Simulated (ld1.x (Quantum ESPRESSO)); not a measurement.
**What one change does to a pseudopotential (silicon, TM)**

| Item | Value |
| --- | --- |
| Element | silicon (Si) |
| Generator | ld1.x (Quantum ESPRESSO) 7.5 |
| Type | norm-conserving Troullier–Martins (Kleinman–Bylander form) |
| Functional | LDA (PZ) |
| Relativity | non-relativistic |
| Frozen core | [Ne] |
| Valence charge | 4 |
| Reference configuration | 3s1 3p3 |
| Partial waves | 3p (bound): rc 1.55 bohr; 3d channel at 0.4 Ry: rc 1.85 bohr; 3s (bound): rc 1.85 bohr |
| Local potential | the s channel |
| Core correction | none |

All-electron outer shells of the reference configuration (LDA (PZ), non-relativistic, ld1.x):

```tsv
shell	level (eV)	outermost node (bohr)	outermost maximum (bohr)
2p	-97.20	–	0.39
3s	-11.58	0.72	1.75
3p	-4.75	0.72	2.11
```

Change: all radii scaled by about 1.25 (s 2.30, p 1.94, d 2.30 bohr).

Cutoffs: the cutoffs (Ry, on a coarse ladder) from which the occupation-weighted sum of valence levels, in a spherical-Bessel basis at the reference potential, stays within 10 and 1 mRy of its value at 400 Ry; they do not see the model core or the augmentation charge, which bear on the density cutoff. Errors are all-electron minus pseudo energies relative to the spin-unpolarised reference configuration.

Q: What does the change do?

A: The potential gets softer (30 Ry and 45 Ry → 10 Ry and 25 Ry); of the 9 tests that both files solve, the error grows in 4 and shrinks in 3 by more than 15 % and 0.3 meV (median size 6.1 → 8.5 meV); neither file shows a bound ghost. A larger radius leaves more room for a smooth pseudo-wave, so fewer plane waves are needed.

```csv
quantity,base,changed
"cutoff, loose",30 Ry,10 Ry
"cutoff, tight",45 Ry,25 Ry
loose cutoff by channel (10 mRy a level),"p 6 Ry, s 12 Ry","p 6 Ry, s 10 Ry"
bound ghosts,none,none
"error for 3s2 3p2, meV [ΔE -6.75 eV]",+5.4,+0.7
"error for 3s2 3p1, meV [ΔE 1.09 eV]",+3.1,+5.0
"error for 3s2 3p0, meV [ΔE 17.22 eV]",+21,+54
"error for 3s1 3p2, meV [ΔE 8.44 eV]",+5.3,+8.5
"error for 3s0 3p4, meV [ΔE 6.91 eV]",+6.1,+2.8
"error for 3s1 3p0, meV [ΔE 51.29 eV]",+178,+233
"error for 3s2 3p1.5, meV [ΔE -3.78 eV]",+3.5,+0.2
"error for 3s1 3p3 (spin-polarised), meV [ΔE -3.07 eV]",+400,+399
"error for 3s2 3p2 (spin-polarised), meV [ΔE -7.36 eV]",+46,+44
```
